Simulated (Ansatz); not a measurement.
A further run on the cluster In₃⁺ (the lowest singlet isomer of a short search).

```yaml
crystal:
  periodic: [false, false, false]
  atoms:
    - {symbol: In, position_ang: [-1.628301, -0.615959, 1.180649]}
    - {symbol: In, position_ang: [-0.185930, 0.069312, -2.094115]}
    - {symbol: In, position_ang: [1.814231, 0.546657, 0.913465]}
basis:
  gaussian: {orbitals: def2-TZVP}
total_charge: 1
hamiltonian: {xc: {name: revPBE}, pseudopotentials: {relativity: none}}
output: {forces: true}
```

```sh
$ ansatz run in.yaml --threads 2 --pin off --events-out ev --progress --plain --max-ram 4352MiB
```

Shortened log:

```
Functional definition: revPBE
1164 factors; their error is unknown
mean field evaluation 1: about -15520.3989 eV, gradient 1.6e1 eV
mean field evaluation 2: about -15519.7250 eV, gradient 2.7e1 eV
mean field evaluation 4: about -15521.2593 eV, gradient 9.1e-1 eV
mean field evaluation 8: about -15521.2594 eV, gradient 1.8e-2 eV
mean field evaluation 16: about -15521.2594 eV, gradient 3.9e-5 eV
mean field evaluation 32: about -15521.2594 eV, gradient 1.5e-4 eV
mean field evaluation 64: about -15520.2875 eV, gradient 3.1e0 eV
mean field -15521.25938093 eV, -570.3957615615 hartree, gradient 4.0e-5 eV, S^2 0.000000; 9 other end points of the search recorded, 0 dependent functions left out
reference -15521.25944266 eV, -570.3957638304 hartree; 31, 31 occupied and 119, 119 virtual orbitals, 1164 factors
Total energy: -15521.25944266 eV, -570.3957638304 hartree
Atom 0 at    -1.628301    -0.615959     1.180649 Å, force    -0.020824    -0.007877     0.015099 eV/Å
Atom 1 at    -0.185930     0.069312    -2.094115 Å, force    -0.002380     0.000886    -0.026785 eV/Å
Atom 2 at     1.814231     0.546657     0.913465 Å, force     0.023204     0.006992     0.011686 eV/Å
Dipole moment:    -0.000007    -0.000003     0.000005 e Å
```

Hardware: 2 threads of AMD EPYC 7R43 on a shared host. Wall time 20 s.

In the def2 sets In takes a core potential; there is no spin–orbit coupling. The restricted singlet is unstable towards broken spin symmetry at other levels; at RKS revPBE/def2-TZVP this wasn't settled.

The dipole of an ion depends on the origin.
